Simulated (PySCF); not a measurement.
Isomers of C6H10OSSi, mass 158.022 u with the commonest isotopes. The calculation used PBE0/pcSseg-1 in PySCF (dipole) on a GFN2-xTB geometry, gas phase. One conformer each, none proved a minimum here; rigid rotors.

Problem. Order these by rotational constant C, largest first.
A. `[CH3:1][C:2]([CH3:3])([CH:4]=[O:5])[SiH2:6][CH:7]=[C:8]=[S:9]` with C1–C2–C4–O5 -33°, C1–C2–Si6–C7 63°, C2–Si6–C7–C8 -162°
B. `[CH3:1][C@@H:2]([SH:3])[C@H:4]1[SiH2:5][CH:6]=[CH:7][C:8]1=[O:9]` with C1–C2–S3–H 59°, C1–C2–C4–Si5 171°, C2–C4–Si5–C6 151°, C4–Si5–C6–C7 -13°, C6–C7–C8–O9 -154°, C2–C4–C8–C7 -158°
C. `[CH3:1][CH2:2][Si@@H:3]([SH:4])[c:5]1[cH:6][cH:7][o:8][cH:9]1` with C1–C2–Si3–S4 -62°, C2–Si3–S4–H 172°, C2–Si3–C5–C6 84°
D. `[CH:1]#[C:2][SiH2:3]/[C:4](=[CH:5]\[CH3:6])[S@:7]([CH3:8])=[O:9]` with C2–Si3–C4–C5 51°, Si3–C4–S7–C8 86°
E. `[CH:1]#[C:2][C@@H:3]1[CH2:4][S@:5](=[O:6])[C@@H:7]1[SiH2:8][CH3:9]` with S5–C7–Si8–C9 68°, C2–C3–C4–S5 -143°, C3–C4–S5–O6 123°, C4–S5–C7–Si8 101°, C2–C3–C7–S5 142°

Solution. B (814.1 MHz), E (723.6 MHz), D (684.4 MHz), C (656.3 MHz), A (488.5 MHz).

Problem. Order these by rotational constant A, smallest first.
A. `[CH:1]#[C:2][SiH2:3]/[C:4](=[CH:5]\[CH3:6])[S@:7]([CH3:8])=[O:9]` with C2–Si3–C4–C5 51°, Si3–C4–S7–C8 86°
B. `[CH3:1][C:2]([CH3:3])([CH:4]=[O:5])[SiH2:6][CH:7]=[C:8]=[S:9]` with C1–C2–C4–O5 -33°, C1–C2–Si6–C7 63°, C2–Si6–C7–C8 -162°
C. `[CH3:1][C@@H:2]([SH:3])[C@H:4]1[SiH2:5][CH:6]=[CH:7][C:8]1=[O:9]` with C1–C2–S3–H 59°, C1–C2–C4–Si5 171°, C2–C4–Si5–C6 151°, C4–Si5–C6–C7 -13°, C6–C7–C8–O9 -154°, C2–C4–C8–C7 -158°
D. `[CH:1]#[C:2][C@@H:3]1[CH2:4][S@:5](=[O:6])[C@@H:7]1[SiH2:8][CH3:9]` with S5–C7–Si8–C9 68°, C2–C3–C4–S5 -143°, C3–C4–S5–O6 123°, C4–S5–C7–Si8 101°, C2–C3–C7–S5 142°

Solution. D (1544 MHz), A (1623 MHz), C (1751 MHz), B (2378 MHz).

Problem. Order these by out-of-plane moment Σ m c² = (Ia + Ib − Ic)/2, largest first.
A. `[CH3:1][C@@H:2]([SH:3])[C@H:4]1[SiH2:5][CH:6]=[CH:7][C:8]1=[O:9]` with C1–C2–S3–H 59°, C1–C2–C4–Si5 171°, C2–C4–Si5–C6 151°, C4–Si5–C6–C7 -13°, C6–C7–C8–O9 -154°, C2–C4–C8–C7 -158°
B. `[CH:1]#[C:2][SiH2:3]/[C:4](=[CH:5]\[CH3:6])[S@:7]([CH3:8])=[O:9]` with C2–Si3–C4–C5 51°, Si3–C4–S7–C8 86°
C. `[CH3:1][CH2:2][Si@@H:3]([SH:4])[c:5]1[cH:6][cH:7][o:8][cH:9]1` with C1–C2–Si3–S4 -62°, C2–Si3–S4–H 172°, C2–Si3–C5–C6 84°
D. `[CH3:1][C:2]([CH3:3])([CH:4]=[O:5])[SiH2:6][CH:7]=[C:8]=[S:9]` with C1–C2–C4–O5 -33°, C1–C2–Si6–C7 63°, C2–Si6–C7–C8 -162°
E. `[CH:1]#[C:2][C@@H:3]1[CH2:4][S@:5](=[O:6])[C@@H:7]1[SiH2:8][CH3:9]` with S5–C7–Si8–C9 68°, C2–C3–C4–S5 -143°, C3–C4–S5–O6 123°, C4–S5–C7–Si8 101°, C2–C3–C7–S5 142°

Solution. B (99.80 u·Å²), A (94.91 u·Å²), C (93.72 u·Å²), D (64.94 u·Å²), E (44.26 u·Å²).

| SMILES | point group | Ia (u·Å²) | Ib (u·Å²) | Ic (u·Å²) | κ | μa (D) | μb (D) | μc (D) |
| --- | --- | --- | --- | --- | --- | --- | --- | --- |
| CC(C)(C=O)[SiH2]C=C=S | C1 | 212.48 | 951.88 | 1034.49 | -0.96 | 2.03 | 2.46 | 0.17 |
| C#C[C@@H]1C[S@](=O)[C@@H]1[SiH2]C | C1 | 327.33 | 459.62 | 698.44 | -0.08 | 2.34 | 0.08 | 1.70 |
| C[C@@H](S)[C@H]1[SiH2]C=CC1=O | C1 | 288.66 | 521.92 | 620.76 | -0.67 | 2.58 | 0.98 | 1.89 |
| C#C[SiH2]/C(=C\C)[S@](C)=O | C1 | 311.38 | 626.68 | 738.46 | -0.74 | 2.19 | 2.76 | 2.58 |
| CC[Si@@H](S)c1ccoc1 | C1 | 290.23 | 667.27 | 770.07 | -0.81 | 1.34 | 1.13 | 0.80 |
